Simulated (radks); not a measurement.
Task: The xenon ion Xe6+ is in [Kr] 4d10 5s2. Calculated with a radial shooting solver on a logarithmic mesh with Libxc functionals: scalar-relativistic Kohn-Sham, r2SCAN, spin-polarised, spherical densities, finite nucleus; meta-GGA in the generalised Kohn-Sham scheme; Fermi nuclear charge, rms radius of each element as measured or else 0.836 A^(1/3) + 0.57 fm. Open shells are filled with parallel spins first. One electron is removed from 5s, 4d, 4s, 4p in turn, with full relaxation. Which removal costs least, and what does each cost?

Result: 5s 91.694 eV; 4d 146.88 eV; 4p 232.36 eV; 4s 290.39 eV. The 5s electron leaves first.
